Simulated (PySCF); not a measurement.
How methods differ on the excitation energy of Eu

Eu [Xe] 4f7 6s2 (8S) → Eu [Xe] 4f7 5d2 (10F), as a difference of total energies. Computed with PySCF 2.14 in x2c-TZVPPall (11s7p7d4f2g, 113 functions), with the spin-free X2C one-electron Hamiltonian (Gaussian nucleus). Correlated levels: valence: [Kr] 4d10 frozen; valence and next inner shell: [Ar] 3d10 frozen. The calculations carry no spin-orbit coupling.

```json
{"method": "UHF", "excitation energy (eV)": "3.449"}
{"method": "LDA", "excitation energy (eV)": "3.584"}
{"method": "PBE", "excitation energy (eV)": "3.308"}
{"method": "r2SCAN", "excitation energy (eV)": "2.890"}
{"method": "SCS-MP2 (valence)", "excitation energy (eV)": "4.123"}
{"method": "MP2 (valence and next inner shell)", "excitation energy (eV)": "3.893"}
{"method": "SCS-MP2 (valence and next inner shell)", "excitation energy (eV)": "4.172"}
```

Question: Estimate what PBE0 gives.

Answer: 3.302 eV, closest to PBE among the rows shown.

Question: Estimate what MP2 (valence) gives.

Answer: 3.821 eV, closest to MP2 (valence and next inner shell) among the rows shown.

A first-order spin-orbit estimate (lowest level to lowest level, LS coupling) adds -0.095 eV.
